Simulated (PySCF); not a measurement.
## GeS₂ at several levels of theory

All levels use the PBE0 minimum (singlet; Ge–S 1.995 Å (×2); S–Ge–S 180.0°), basis [Ge def2-TZVP, S def2-TZVP], no relativity, density fitting, no spin–orbit coupling, PySCF. For vertical energies the ionised species is a doublet (spins chosen at PBE0 and kept) and the electron-attached one a doublet. Atomisation goes to high-spin ground-configuration atoms, without zero-point energy. Open shells are unrestricted, also as the reference of the correlated levels. A dash marks a value that was not computed or is not defined at that level.

```json
{"level": "PBE0", "atomisation (kJ/mol)": "?", "vertical IP (eV)": "?", "vertical EA (eV)": "?", "−ε(HOMO) (eV)": "?", "gap (eV)": "?"}
{"level": "HF", "atomisation (kJ/mol)": "442", "vertical IP (eV)": "9.01", "vertical EA (eV)": "-0.51", "−ε(HOMO) (eV)": "10.38", "gap (eV)": "11.38"}
{"level": "MP2", "atomisation (kJ/mol)": "839", "vertical IP (eV)": "10.46", "vertical EA (eV)": "0.12", "−ε(HOMO) (eV)": "–", "gap (eV)": "–"}
{"level": "PBE", "atomisation (kJ/mol)": "?", "vertical IP (eV)": "?", "vertical EA (eV)": "?", "−ε(HOMO) (eV)": "?", "gap (eV)": "?"}
```

Fill in the row of PBE0.

atomisation (kJ/mol) 827, vertical IP (eV) 9.93, vertical EA (eV) 0.38, −ε(HOMO) (eV) 7.92, gap (eV) 5.63.

Fill in the row of PBE.

atomisation (kJ/mol) 874, vertical IP (eV) 9.75, vertical EA (eV) 0.38, −ε(HOMO) (eV) 6.80, gap (eV) 3.64.

Spin contamination in at least one species weakens the values at: HF, MP2.

Without diffuse functions attachment energies tend to come out too low.
